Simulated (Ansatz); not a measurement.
```yaml
crystal:
  periodic: [false, false, false]
  atoms:
    - {symbol: B, position_ang: [0.097186, -0.340266, -1.682558]}
    - {symbol: N, position_ang: [-0.349072, -0.355963, -0.344077]}
    - {symbol: C, position_ang: [0.234678, 0.337483, 0.712831]}
    - {symbol: O, position_ang: [1.191256, 1.045787, 0.622210]}
    - {symbol: S, position_ang: [-0.635637, 0.034145, 2.247714]}
    - {symbol: H, position_ang: [-0.522606, -0.995486, -2.463665]}
    - {symbol: H, position_ang: [1.048638, 0.307382, -1.973708]}
    - {symbol: H, position_ang: [-1.156871, -0.906431, -0.091236]}
    - {symbol: H, position_ang: [0.180928, 0.827148, 2.955489]}
basis:
  gaussian: {orbitals: "6-31++G**", point_charges: [{charge: -1.00, position_ang: [5.806, 0.111, -0.956]}]}
hamiltonian: {xc: {name: CCSD(T)}}
```

```sh
$ ansatz run in.yaml --threads 2 --pin off --events-out ev --progress --plain --max-ram 4352MiB
```

Shortened log:

```
Error: YAML parse error: error: line 15 column 19: hamiltonian.xc: no functional is named "CCSD(T)"; the names, which are not case-sensitive, are SVWN5, SPW92, PBE, PBE0, PBEsol, revPBE, revPBE0, RPBE, rPW86-PBE, HSE06, wPBEh, LC-wPBE, HISS, HF, BLYP, B3LYP, B3LYP5, BHLYP, CAM-B3LYP, r2SCAN, r2SCANh, r2SCAN0, r2SCAN50, m-r2SCAN, B97, wB97, wB97X, wB97X-V, B97M-V, wB97M-V, B2PLYP, B2GP-PLYP, PBE0-DH, PBE-QIDH
13 | basis:
14 |   gaussian: {orbitals: "6-31++G**", point_charges: [{charge: -1.00, position_ang: […
15 | hamiltonian: {xc: {name: CCSD(T)}}
```

**Question.** What is wrong with this run?

**Answer.** The method's name isn't one that the program takes here. The input was rejected before any iteration.

HSE06 is defined as in plane-wave codes.
